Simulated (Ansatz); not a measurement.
The same molecule with X = B, Al, Ga, In. Ansatz, PBE0-D4/def2-TZVP geometries, multiplicity 1. Each molecule was computed in one conformer, which needn't be the lowest.

Elements past krypton have def2 core potentials. Scalar relativity is left out up to krypton.

```json
{"X": "B", "molecule": "`CBS`", "mean X–C bond length / Å": "1.558", "mean X–H bond length / Å": "1.195", "mean X–S bond length / Å": "1.782", "HOMO–LUMO gap (PBE0/def2-TZVPP) / eV": "7.34", "HOMO energy (B3LYP/def2-TZVPP) / eV": "-7.85", "HOMO energy (PBE0/def2-TZVPP) / eV": "-8.10"}
{"X": "Ga", "molecule": "`[CH3][GaH][SH]`", "mean X–C bond length / Å": "1.960", "mean X–H bond length / Å": "1.564", "mean X–S bond length / Å": "2.208", "HOMO–LUMO gap (PBE0/def2-TZVPP) / eV": "6.46", "HOMO energy (B3LYP/def2-TZVPP) / eV": "-7.27", "HOMO energy (PBE0/def2-TZVPP) / eV": "-7.52"}
{"X": "In", "molecule": "`[CH3][InH][SH]`", "mean X–C bond length / Å": "2.143", "mean X–H bond length / Å": "1.716", "mean X–S bond length / Å": "2.399", "HOMO–LUMO gap (PBE0/def2-TZVPP) / eV": "5.91", "HOMO energy (B3LYP/def2-TZVPP) / eV": "-6.99", "HOMO energy (PBE0/def2-TZVPP) / eV": "-7.23"}
```

Q: Give the row for X = Al, `[CH3][AlH][SH]`. (Best estimate.)

A: Computed: 
```tsv
X	molecule	mean X–C bond length / Å	mean X–H bond length / Å	mean X–S bond length / Å	HOMO–LUMO gap (PBE0/def2-TZVPP) / eV	HOMO energy (B3LYP/def2-TZVPP) / eV	HOMO energy (PBE0/def2-TZVPP) / eV
Al	`[CH3][AlH][SH]`	1.943	1.585	2.188	6.72	-7.39	-7.65
```

From B to In the mean X–C bond length rises at each step, by 0.585 Å in all; the mean X–H bond length isn't monotonic: highest at In, lowest at B; the mean X–S bond length rises at each step, by 0.617 Å in all; the HOMO–LUMO gap (PBE0/def2-TZVPP) falls at each step, by 1.43 eV in all; the HOMO energy (B3LYP/def2-TZVPP) rises at each step, by 0.86 eV in all; the HOMO energy (PBE0/def2-TZVPP) rises at each step, by 0.87 eV in all. Bonds lengthen as the atom grows down the group.

B3LYP here is the variant with VWN-RPA as its local correlation; programs differ in this.
